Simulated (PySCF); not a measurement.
**A small calculation by hand: chemical shift, span and skew from a shielding tensor**

Se(Cl)(GeH3) (ClGeH3Se), SMILES Cl[Se][GeH3]. Atoms are numbered in the order given.

```xyz
6

Se     0.8323     0.6399     0.0000
Cl    -1.0543     1.8277     0.0000
Ge    -0.2798    -1.4733     0.0000
H     -1.1418    -1.5856     1.2679
H      0.8608    -2.5107     0.0000
H     -1.1418    -1.5856    -1.2679
```
Charge 0, spin multiplicity 1.

Geometry: B3LYP-D3(BJ)/def2-SVP. The structure was generated by enumeration, and PubChem lists no compound with its InChIKey, so it may never have been made.

GIAO shieldings from PySCF with HF/pcSseg-1, non-relativistic, no solvent. The symmetric part of the tensor of Se1 has the principal values -698.3, 909.8, 2773.5 ppm. The same nucleus in Me2Se has σ = 1942.8 ppm at this level (PySCF, at its B3LYP-D3(BJ)/def2-TZVP geometry). Without spin–orbit terms, shifts of atoms bonded to Cl or Br come out too high.

### Question
Work out the isotropic shielding, the ⁷⁷Se shift against Me2Se, the span and the skew.

### Answer

σ(iso) = (σ11 + σ22 + σ33)/3 = 995.0 ppm. δ = σ(ref) − σ(iso) = 1942.8 − (995.0) = 947.8 ppm.
Span Ω = σ33 − σ11 = 3471.8 ppm. Skew κ = 3(σ(iso) − σ22)/Ω = 0.07. Tumbling in solution averages the tensor to δ; in a static solid the shielding alone would spread this spin-1/2 line over Ω.
